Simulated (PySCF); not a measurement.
# UHF on N²⁺ (nitrogen, charge +2)

Configuration: [He] 2s2 2p1, 2P determinant. Computed with PySCF 2.14 in def2-SVP, with the non-relativistic Hamiltonian (point nucleus).

- Total energy: -52.741777 hartree
- One-electron energy: -65.3435 hartree
- Hartree (Coulomb) energy: 18.2943 hartree
- Exchange energy: -5.6925 hartree
- Kinetic energy: 52.70983 hartree
- ⟨S²⟩: 0.7536
- ⟨L²⟩: 2.009
- Sum of ⟨r⟩: 3.969 bohr
- Sum of ⟨r²⟩: 5.071 bohr²
- Traceless quadrupole moment −½Σ⟨3z² − r²⟩ along its main axis: -0.629 e·bohr²
- Density at the nucleus (Gaussians lack the cusp): 189 bohr⁻³
- Spin density at the nucleus: 0.260 bohr⁻³
- Langevin diamagnetic susceptibility: -4.02 ×10⁻⁶ cm³/mol
- Time after the integrals: 0.07 s of wall time on 1 thread of Neoverse-N1 (shared host)

```tsv
shell	electrons	mean orbital energy (eV)	rms radius, mean of both spins (bohr)
1s α	1	-466.79	0.265
1s β	1	-465.55	0.265
2s α	1	-58.176	1.30
2s β	1	-53.614	1.30
2p α	1	-48.138	1.25
```
